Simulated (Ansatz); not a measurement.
Relaxation of AlFGeH6O (10 atoms, charge 0, multiplicity 1), to a largest force component of 0.03 eV/Å in at most 50 steps.

Computed with RKS PBE-D4/def2-SVP in Ansatz.

```xyz
10
Properties=species:S:1:pos:R:3
Ge 0.311 0.169 -0.136
H 0.107 -0.359 1.308
F 2.052 0.083 -0.428
H -0.085 1.651 -0.306
H -0.331 -0.776 -1.181
O -2.435 -0.017 0.974
Al -3.578 -1.106 0.251
H -3.484 -2.671 0.552
H -4.640 -0.396 -0.694
H -1.735 -0.317 1.605
```

Q: Where does it end, and by what steps?

A: The forces met the threshold. After 16 steps the energy has fallen by 0.227 eV; H9 moved furthest, 1.19 Å.

```
step  energy less start (eV)  largest force component (eV/Å)  accepted
   0                  0.0000                           0.638       yes
   1                 -0.0166                           0.713       yes
   2                 -0.0155                           1.227        no
   3                 -0.0359                           0.041       yes
   4                 -0.0428                           0.210       yes
   5                 -0.0505                           0.156       yes
   6                 -0.0670                           0.095       yes
   7                 -0.0772                           0.198       yes
   8                 -0.0844                           0.166       yes
   9                 -0.0946                           0.280       yes
  10                 -0.1070                           0.328       yes
  11                 -0.1368                           0.542       yes
  12                 -0.1739                           0.444       yes
  13                 -0.2165                           0.286       yes
  14                 -0.2247                           0.059       yes
  15                 -0.2264                           0.035       yes
  16                 -0.2268                           0.018       yes
```

```xyz
10
Properties=species:S:1:pos:R:3
Ge -0.066 0.066 -0.017
H 0.392 -0.482 1.347
F 1.357 -0.112 -1.058
H -0.509 1.523 -0.196
H -1.047 -0.961 -0.754
O -2.287 0.105 1.290
Al -2.904 -0.952 0.012
H -3.029 -2.511 0.330
H -3.583 -0.173 -1.197
H -2.145 -0.240 2.187
```

Whether the end is a true minimum wasn't checked by a vibrational analysis.

Run time: 18 s on 4 threads of Arm Neoverse V2, on a shared host, peak memory 0.16 GiB.
